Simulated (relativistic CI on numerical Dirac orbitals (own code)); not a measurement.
**From line strength to rate: F+ 606.29 Å (vacuum)**

Problem. For 2s²2p⁴ ³P1 – 2s2p⁵ ³P°0 of F+ a semi-empirical relativistic CI calculation gives the line strength S = 0.5575 e²a₀² in the length gauge. The measured levels are 341.14 and 165279.19 cm⁻¹ (NIST Handbook). Find gf, f, A and the partial lifetime.

Working.
1. σ = 165279.19 − 341.14 = 164938.05 cm⁻¹, so the vacuum wavelength is 10⁸/σ = 606.29 Å.
2. gf = 303.756 S/λ(Å) = 0.2793, log gf = -0.554; with g = 3 for the lower level, f = 0.0931.
3. A = 2.02613 × 10¹⁸ S/(g_u λ³) with g_u = 1: A = 5.07 × 10^9 s⁻¹.
4. The partial lifetime for this S is 1/A = 0.197 ns; in the calculation this line carries 100 % of the decay of the upper level.

Check. The Handbook lists A = 1.00 × 10^10 s⁻¹, a tabulated value with its own uncertainty (a few per cent for the best lines, 25 % or more for others); ours lies 49 % below it. The velocity form of the same calculation gives S = 0.407, and the gap between the two forms is a rough gauge of the error in S. A miss this large is common for lines of near-neutral atoms, where core polarisation and correlation outside the CI space change S. With the computed energy (177489 cm⁻¹) in place of the measured one the rate would change by the factor (σ_calc/σ)³ = 1.25.
